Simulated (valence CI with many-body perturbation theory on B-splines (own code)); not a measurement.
**Ge8+: magnetic and hyperfine properties of the levels**

Computed by relativistic CI+MBPT: six valence electrons over a frozen Dirac-Fock core [Ar], a basis of 7 s, 7 p, 8 d, 6 f, 4 g, 1 h functions for each j, with the one-electron correlation potential Σ1 (screened to all orders), the two-electron term Σ2, the three-electron term Σ3, Breit, model QED; selected single and double excitations, second order for the rest, scaled by the run's own slope (own B-spline code, finite nucleus).

No measured levels were compared; by estimate terms of the open shell hold to 2 to 4 % of their energy, and close levels can change places; different configurations can be misplaced against each other by 1,000 to 8,000 cm⁻¹. Among the levels kept, up to 370 cm⁻¹ of a level comes from second order outside the variational space, and about a tenth of that is noise between levels of different J, which matters for small intervals. Only levels of the ground parity were solved; by the run's estimate the other parity begins above the list, which can be wrong where configurations are misplaced.

A/g_I is the dipole constant over the nuclear g factor μ/I (μ in nuclear magnetons, uniformly magnetised nucleus), B/Q the quadrupole constant per barn. Both hold the static response of the core; the bare values leave it out. Large factors of s and p1/2 electrons are usually good to 5 to 10 %; those of open d and f shells near neutrality can be off by tens of per cent, and small factors of p3/2, d and f electrons come from cancelling terms and can be off by a factor of two or in sign, in half-filled shells by more. B is blank for J = 1/2, where it vanishes, and for nearly pure S terms. Energies count from the lowest level. Levels with J = 0 are left out.

Names give the largest LS component (configuration and term), which can be under half, so a name can repeat, a term be missing and a line seem to break the LS rules; names also repeat where a configuration has a term twice. Letters in brackets count levels of one name in rising energy.

| Level | E (cm⁻¹) | g | A/g_I (MHz) | A/g_I bare | B/Q (MHz/b) | B/Q bare |
| --- | --- | --- | --- | --- | --- | --- |
| 3d⁶ ⁵D_4 | 0.0 | 1.498 | 678 | 950 | 2260 | 2350 |
| 3d⁶ ⁵D_3 | 2502 | 1.498 | 424 | 691 | 548 | 571 |
| 3d⁶ ⁵D_2 | 4052 | 1.499 | 307 | 572 | -484 | -502 |
| 3d⁶ ⁵D_1 | 5035 | 1.499 | 236 | 500 | -775 | -804 |
| 3d⁶ ³P_2 | 38153 | 1.494 | 509 | 777 | -243 | -246 |
| 3d⁶ ³H_6 | 38550 | 1.163 | 1430 | 1550 | -1200 | -1250 |
| 3d⁶ ³H_4 | 39565 | 0.930 | 1560 | 1550 | 251 | 260 |
| 3d⁶ ³H_5 | 39571 | 1.048 | 1480 | 1540 | -364 | -375 |
| 3d⁶ ³F_4 [a] | 42846 | 1.107 | 1340 | 1430 | -22.7 | -23.8 |
| 3d⁶ ³F_3 [a] | 43591 | 1.049 | 1510 | 1570 | 656 | 677 |
| 3d⁶ ³F_2 [a] | 44578 | 0.672 | 2320 | 2200 | 174 | 179 |
| 3d⁶ ³P_1 [a] | 45156 | 1.489 | 319 | 578 | 61.0 | 64.1 |
| 3d⁶ ³G_5 | 48609 | 1.184 | 1350 | 1480 | -207 | -215 |
| 3d⁶ ³G_4 | 50863 | 1.059 | 1640 | 1710 | -181 | -187 |
| 3d⁶ ³G_3 | 51619 | 0.786 | 2140 | 2080 | 160 | 166 |
| 3d⁶ ¹I_6 | 59483 | 1.002 | 1700 | 1740 | -2260 | -2340 |
| 3d⁶ ³D_2 | 60970 | 1.160 | 1310 | 1420 | 44.3 | 47.8 |
| 3d⁶ ³D_1 | 61466 | 0.511 | 2580 | 2380 | 30.5 | 32.8 |
| 3d⁶ ³D_3 | 61860 | 1.329 | 947 | 1140 | -433 | -446 |
| 3d⁶ ¹G_4 | 62875 | 1.003 | 1750 | 1790 | 1040 | 1090 |
| 3d⁶ ¹D_2 | 72477 | 1.007 | 1640 | 1680 | -1300 | -1360 |
| 3d⁶ ¹F_3 | 84319 | 1.003 | 1730 | 1770 | -2750 | -2870 |
| 3d⁶ ³P_1 [b] | 98816 | 1.499 | 165 | 422 | 264 | 272 |
| 3d⁶ ³F_4 [b] | 100850 | 1.244 | 1150 | 1300 | -3030 | -3150 |
| 3d⁶ ³F_2 [b] | 100870 | 0.668 | 2560 | 2440 | -1910 | -1990 |
| 3d⁶ ³F_3 [b] | 101750 | 1.080 | 1530 | 1610 | -2290 | -2380 |

Q: Take the isotope of mass number 73, with I = 9/2, μ = -0.87824 μN and Q = -0.196 b. What is the hyperfine structure of 3d⁶ ⁵D_4?

A: From the table A = -132 MHz, B = -442 MHz. Shifts from the centre of gravity in MHz: F = 1/2: 2700, F = 3/2: 2540, F = 5/2: 2280, F = 7/2: 1890, F = 9/2: 1370, F = 11/2: 691, F = 13/2: -159, F = 15/2: -1210, F = 17/2: -2490.
